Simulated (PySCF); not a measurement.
Gas-phase reaction: ZnBr₂ = Zn + Br₂

Energies from PySCF, thermal terms from the rigid-rotor harmonic-oscillator model, ideal gas at 1 bar. † marks an energy on the PBE0/def2-TZVP geometry and frequencies; other levels use their own. MP2 and CCSD(T) freeze the core. All species are closed-shell singlets. B3LYP is the form with VWN-RPA correlation. Br, Zn: all electrons, no relativistic terms. MP2 isn't extrapolated to the basis-set limit; its ΔH°(298 K) is 413.3 kJ in def2-SVP and 373.1 kJ in def2-TZVPP. CCSD(T) isn't extrapolated to the basis-set limit; its ΔH°(298 K) is 372.2 kJ in def2-SVP and 348.6 kJ in def2-TZVPP. The harmonic model lacks anharmonicity and excited electronic states, which grow with temperature; levels with a mode under 35 cm⁻¹ are left out. Soft modes under 120 cm⁻¹ make the harmonic entropy rough for ZnBr₂.

| level | ΔE electronic, kJ | ΔH°(298 K), kJ | ΔS°(298 K), J/K | ΔG°(600 K), kJ |
|---|---|---|---|---|
| B3LYP/def2-TZVP† | 318 | 316 | 106 | 253 |
| BLYP/def2-TZVP† | 288 | 286 | 106 | 223 |
| CCSD(T)/def2-SVP† | 374 | 372 | 106 | 309 |
| CCSD(T)/def2-TZVPP† | 350 | 349 | 106 | 285 |
| M06-2X/def2-TZVP† | 366 | 364 | 106 | 301 |
| MP2/def2-SVP† | 415 | 413 | 106 | 350 |
| PBE0/def2-QZVP† | 359 | 358 | 106 | 294 |
| PBE0/def2-TZVP | 353 | 351 | 106 | 288 |
| ωB97X-V/def2-TZVP† | 371 | 369 | 106 | 306 |
ΔH° is lowest at BLYP/def2-TZVP† and highest at MP2/def2-SVP†. No reference value is set beside these.
